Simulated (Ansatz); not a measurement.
Born–Oppenheimer molecular dynamics of Cl3H3Si (7 atoms, charge 0, multiplicity 1). It starts from a rough guess of a transition structure, not a stationary point.

Computed with Ansatz 0.2.0, UKS revPBE-D4/def2-SVP.

```yaml
ensemble: NVE (velocity Verlet)
time_step: 0.5 fs
steps_asked: 150
starting_velocities_drawn_for: 100 K
seed: 922436
```

Frames 5 fs apart, positions in Å, forces in eV/Å.

Velocities at 10 fs (Å/ps):

```
Si 8.64 -4.30 -0.86
Cl -3.14 -0.15 -2.47
Cl -0.79 -1.28 -0.91
Cl -2.18 1.13 1.55
H 0.53 -0.71 41.81
H -15.15 35.44 6.05
H -10.90 95.62 40.43
```

```xyz
7
Properties=species:S:1:pos:R:3:forces:R:3 time_fs=10 energy_less_start_eV=-0.865 T=1435
Si -0.443 -0.016 -0.294 1.59 -1.09 0.16
Cl 1.653 -1.152 0.128 -1.65 0.76 -0.42
Cl -1.213 -1.508 -1.422 -0.50 -0.60 -0.85
Cl -1.721 0.032 1.313 0.13 0.26 0.27
H -0.357 1.240 -1.116 0.07 -0.24 0.18
H 1.156 0.735 0.771 0.05 1.01 0.53
H 0.683 1.447 0.903 0.31 -0.10 0.13
7
Properties=species:S:1:pos:R:3:forces:R:3 time_fs=15 energy_less_start_eV=-1.283 T=2077
Si -0.394 -0.044 -0.296 0.95 -2.20 1.27
Cl 1.631 -1.149 0.115 -1.88 1.41 -0.23
Cl -1.218 -1.516 -1.429 -0.34 -0.28 -0.77
Cl -1.731 0.038 1.322 0.61 0.15 -0.17
H -0.340 1.255 -0.931 0.23 0.53 -0.55
H 1.028 1.137 0.891 0.99 -0.91 -0.03
H 0.730 1.775 1.084 -0.56 1.31 0.49
7
Properties=species:S:1:pos:R:3:forces:R:3 time_fs=20 energy_less_start_eV=-1.496 T=2414
Si -0.337 -0.088 -0.287 0.21 -0.68 0.98
Cl 1.597 -1.137 0.100 -1.53 1.38 -0.03
Cl -1.226 -1.526 -1.442 -0.19 -0.01 -0.62
Cl -1.737 0.046 1.329 1.01 0.01 -0.50
H -0.271 1.336 -0.847 0.24 -0.82 -0.05
H 1.042 1.482 1.041 -0.54 2.14 0.96
H 0.735 2.255 1.343 0.81 -2.02 -0.73
7
Properties=species:S:1:pos:R:3:forces:R:3 time_fs=25 energy_less_start_eV=-1.727 T=2776
Si -0.278 -0.140 -0.270 -1.04 -0.57 0.90
Cl 1.553 -1.117 0.085 -0.50 0.72 0.27
Cl -1.235 -1.537 -1.459 -0.02 0.24 -0.39
Cl -1.736 0.053 1.332 1.29 -0.08 -0.69
H -0.146 1.263 -0.788 0.19 -0.35 -0.15
H 1.061 2.015 1.298 1.71 -3.45 -1.50
H 0.799 2.583 1.550 -1.63 3.48 1.56
7
Properties=species:S:1:pos:R:3:forces:R:3 time_fs=30 energy_less_start_eV=-1.726 T=2769
Si -0.230 -0.196 -0.246 -3.22 -0.28 0.52
Cl 1.506 -1.091 0.071 1.62 -0.65 0.82
Cl -1.245 -1.545 -1.478 0.12 0.39 -0.14
Cl -1.726 0.060 1.331 1.43 -0.13 -0.78
H 0.025 1.128 -0.773 0.04 0.69 -0.41
H 1.181 2.392 1.496 -0.90 1.60 0.80
H 0.785 3.078 1.834 0.91 -1.62 -0.80
7
Properties=species:S:1:pos:R:3:forces:R:3 time_fs=35 energy_less_start_eV=-1.518 T=2442
Si -0.208 -0.253 -0.218 -5.04 2.44 -1.00
Cl 1.471 -1.070 0.064 4.14 -2.19 1.42
Cl -1.253 -1.551 -1.498 0.17 0.39 0.05
Cl -1.707 0.066 1.325 1.37 -0.17 -0.69
H 0.191 1.097 -0.831 -0.63 -0.46 0.23
H 1.257 2.883 1.748 -0.37 0.48 0.27
H 0.819 3.455 2.065 0.37 -0.50 -0.28
7
Properties=species:S:1:pos:R:3:forces:R:3 time_fs=40 energy_less_start_eV=-1.448 T=2333
Si -0.229 -0.291 -0.198 -4.96 2.41 -1.48
Cl 1.462 -1.063 0.065 4.61 -2.52 1.56
Cl -1.260 -1.554 -1.518 0.10 0.27 0.12
Cl -1.678 0.071 1.314 0.99 -0.17 -0.33
H 0.218 0.996 -0.851 -0.73 0.03 0.14
H 1.319 3.361 2.001 1.12 -1.19 -0.72
H 0.865 3.839 2.293 -1.12 1.17 0.72
7
Properties=species:S:1:pos:R:3:forces:R:3 time_fs=45 energy_less_start_eV=-1.637 T=2634
Si -0.290 -0.309 -0.190 -2.28 0.52 -1.32
Cl 1.483 -1.073 0.077 2.43 -1.41 1.14
Cl -1.267 -1.556 -1.538 -0.08 0.00 0.06
Cl -1.643 0.075 1.302 0.17 -0.10 0.48
H 0.085 0.919 -0.851 -0.25 0.99 -0.35
H 1.461 3.776 2.209 -1.95 1.57 1.10
H 0.832 4.285 2.565 1.94 -1.58 -1.10
7
Properties=species:S:1:pos:R:3:forces:R:3 time_fs=50 energy_less_start_eV=-1.875 T=2996
Si -0.370 -0.322 -0.194 1.35 0.97 -2.47
Cl 1.521 -1.092 0.097 -0.01 -0.15 0.56
Cl -1.275 -1.557 -1.557 -0.31 -0.37 -0.15
Cl -1.607 0.078 1.293 -0.93 0.04 1.74
H -0.119 1.012 -0.901 -0.11 -0.48 0.31
H 1.474 4.290 2.488 2.07 -1.28 -1.05
H 0.925 4.630 2.765 -2.07 1.28 1.04
7
Properties=species:S:1:pos:R:3:forces:R:3 time_fs=55 energy_less_start_eV=-1.742 T=2790
Si -0.440 -0.326 -0.219 3.20 0.56 -2.47
Cl 1.559 -1.112 0.120 -1.43 0.54 0.12
Cl -1.284 -1.561 -1.577 -0.52 -0.77 -0.43
Cl -1.577 0.081 1.295 -1.60 0.09 2.68
H -0.341 1.028 -0.899 0.35 -0.42 0.10
H 1.587 4.728 2.712 -0.93 0.44 0.42
H 0.918 5.048 3.019 0.92 -0.44 -0.42
7
Properties=species:S:1:pos:R:3:forces:R:3 time_fs=60 energy_less_start_eV=-1.497 T=2415
Si -0.484 -0.327 -0.264 3.44 -0.46 -0.88
Cl 1.588 -1.129 0.145 -2.05 0.85 -0.20
Cl -1.297 -1.571 -1.600 -0.66 -1.08 -0.67
Cl -1.558 0.085 1.315 -1.32 -0.08 2.36
H -0.482 0.975 -0.889 0.60 0.77 -0.61
H 1.684 5.194 2.950 -1.88 0.61 0.77
H 0.928 5.439 3.259 1.88 -0.61 -0.77
7
Properties=species:S:1:pos:R:3:forces:R:3 time_fs=65 energy_less_start_eV=-1.471 T=2381
Si -0.498 -0.329 -0.317 2.99 0.96 0.08
Cl 1.603 -1.141 0.168 -2.28 0.92 -0.43
Cl -1.315 -1.587 -1.627 -0.68 -1.10 -0.68
Cl -1.547 0.088 1.351 -0.50 -0.30 0.96
H -0.487 1.038 -0.986 0.47 -0.48 0.08
H 1.669 5.681 3.228 3.92 -0.81 -1.45
H 1.049 5.809 3.459 -3.92 0.81 1.45
```

Of the whole run (75 fs, mean temperature of the second half 2609 K): The conserved energy stayed within 0.88 meV per atom of its start (net change -0.68 meV per atom), so the integration is sound. The kinetic energy rose, since the run started high on the potential surface and went downhill. It ends in pieces (Cl3HSi + H2), so much of that is their flight and rotation, not heat. A run of 0.075 ps of so small a system gives no equilibrium averages. The orbitals were unrestricted but ended closed-shell.

Run time: 9.1 min on 2 threads of Arm Neoverse N1, on a shared host, peak memory 0.17 GiB.
